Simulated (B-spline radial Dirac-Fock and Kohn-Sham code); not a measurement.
ΔSCF core binding energies without Breit or QED terms, calculated with a radial B-spline solver.

A sound run for O²⁺ in the configuration [He] 2s2 2p2: The ground state converged in 9 iterations, with total energy -73.10500 Ha, virial ratio 1.99845 and highest orbital energy -54.25 eV. ΔSCF binding energies: K (1s) 595.9 eV. Holes are computed only in closed shells, and unreliable hole states are left out.

A second run, with one unsound setting: The ground state had not converged after 2 iterations, with total energy -73.06947 Ha, virial ratio 1.97650 and highest orbital energy -52.54 eV. ΔSCF binding energies: K (1s) 595.5 eV (not all states converged, so these are not final). Holes are computed only in closed shells, and unreliable hole states are left out.

```
iter   energy (Ha)        error
   1      -71.70134446  3.35e-01
   2      -73.06947260  4.69e-02
```

Q: Which fault fits the second run best?
A. box too small
B. mesh too coarse
C. nuclear radius in wrong units
D. too few iterations

A: D. The input had maxit = 2: maxit ends the run before self-consistency.
